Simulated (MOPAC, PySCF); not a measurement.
CH3F, SMILES `CF`, neutral singlet in the gas phase. 

Cartesian coordinates (Å):
SMILES: CF
```xyz
5

C     -0.0662     0.0005     0.0079
F      1.3132    -0.0101    -0.1570
H     -0.2957    -0.1523     1.0634
H     -0.4530     0.9649    -0.3242
H     -0.4984    -0.8030    -0.5900
```
Charge 0, multiplicity 1.

All levels are single points at this geometry (B3LYP-D3(BJ)/def2-TZVP); Pople sets use spherical d functions. Orbital energies aren't observables, and empty levels follow the basis.

```json
[
 {"level": "B3LYP-D3(BJ)/def2-TZVP in PySCF", "HOMO (eV)": "-9.58", "LUMO (eV)": "1.28", "gap (eV)": "10.86", "dipole (D)": "1.87", "vertical IE, Delta-SCF (eV)": "–"},
 {"level": "B3LYP/6-311+G** in PySCF", "HOMO (eV)": "-9.68", "LUMO (eV)": "0.19", "gap (eV)": "9.86", "dipole (D)": "2.06", "vertical IE, Delta-SCF (eV)": "–"},
 {"level": "PBE/6-31G* in PySCF", "HOMO (eV)": "-7.31", "LUMO (eV)": "2.12", "gap (eV)": "9.42", "dipole (D)": "1.62", "vertical IE, Delta-SCF (eV)": "12.34"},
 {"level": "AM1 in MOPAC", "HOMO (eV)": "-12.21", "LUMO (eV)": "3.94", "gap (eV)": "16.16", "dipole (D)": "1.65", "vertical IE, Delta-SCF (eV)": "–"},
 {"level": "PM6 in MOPAC", "HOMO (eV)": "-13.34", "LUMO (eV)": "3.03", "gap (eV)": "16.37", "dipole (D)": "1.69", "vertical IE, Delta-SCF (eV)": "–"},
 {"level": "PM7 in MOPAC", "HOMO (eV)": "-13.33", "LUMO (eV)": "2.96", "gap (eV)": "16.29", "dipole (D)": "1.84", "vertical IE, Delta-SCF (eV)": "–"}
]
```
